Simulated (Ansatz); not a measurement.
Calculated with Ansatz (gas phase, PBE0-D4/def2-TZVP geometries, no zero-point term in ΔE). CCSD(T)/CBS adds triple-zeta CCSD(T) − MP2 to the extrapolated MP2 energy (def2 sets, frozen cores). This one scheme is used for every species. DFT in def2-TZVPP. B3LYP here is the variant with VWN-RPA as its local correlation; programs differ in this. Each species was taken in one conformer, which may not be the lowest.

Reaction (substitution at a C–B bond): `CC(C)B(O)O` + `[SiH3]S` → `CC(C)S[SiH3]` + `OBO`

```json
{"level": "PBE-D4", "ΔE (kJ/mol)": "32.1", "difference from CCSD(T)/CBS": "-2.1"}
{"level": "r2SCAN-D4", "ΔE (kJ/mol)": "37.0", "difference from CCSD(T)/CBS": "2.8"}
{"level": "PBE0-D4", "ΔE (kJ/mol)": "35.7", "difference from CCSD(T)/CBS": "1.5"}
{"level": "B3LYP-D4", "ΔE (kJ/mol)": "32.4", "difference from CCSD(T)/CBS": "-1.8"}
{"level": "ωB97M-V", "ΔE (kJ/mol)": "38.3", "difference from CCSD(T)/CBS": "4.1"}
{"level": "B2PLYP", "ΔE (kJ/mol)": "35.6", "difference from CCSD(T)/CBS": "1.4"}
{"level": "r2SCAN", "ΔE (kJ/mol)": "37.8", "difference from CCSD(T)/CBS": "3.6"}
{"level": "PBE0", "ΔE (kJ/mol)": "38.7", "difference from CCSD(T)/CBS": "4.5"}
{"level": "B3LYP", "ΔE (kJ/mol)": "38.1", "difference from CCSD(T)/CBS": "3.9"}
{"level": "HF/def2-TZVPP", "ΔE (kJ/mol)": "41.3", "difference from CCSD(T)/CBS": "7.1"}
{"level": "SCS-MP2/def2-TZVPP", "ΔE (kJ/mol)": "32.6", "difference from CCSD(T)/CBS": "-1.6"}
{"level": "CCSD/def2-TZVPP", "ΔE (kJ/mol)": "40.8", "difference from CCSD(T)/CBS": "6.6"}
{"level": "CCSD(T)/def2-TZVPP", "ΔE (kJ/mol)": "37.8", "difference from CCSD(T)/CBS": "3.6"}
{"level": "HF/def2-QZVPP", "ΔE (kJ/mol)": "40.8", "difference from CCSD(T)/CBS": "6.6"}
{"level": "MP2/def2-QZVPP", "ΔE (kJ/mol)": "29.7", "difference from CCSD(T)/CBS": "-4.5"}
{"level": "MP2/CBS(def2)", "ΔE (kJ/mol)": "28.3", "difference from CCSD(T)/CBS": "-5.9"}
{"level": "CCSD(T)/CBS", "ΔE (kJ/mol)": "34.2", "difference from CCSD(T)/CBS": "0"}
```

Largest T1 diagnostic among the species: 0.013.

From PBE to PBE0 (25 % exact exchange), in def2-TZVPP and without D4, ΔE moves by +3.3 kJ/mol. In def2-TZVPP, CCSD(T) changes the Hartree–Fock value by −3.5 kJ/mol (the triples alone add −3.0 kJ/mol) and MP2 by −9.3 kJ/mol. The D4 term adds −5.7 kJ/mol with B3LYP and −3.0 kJ/mol with PBE0; it sums over pairs of atoms, weighted by their polarisabilities, and B3LYP, whose exchange is more repulsive, gets the larger term.
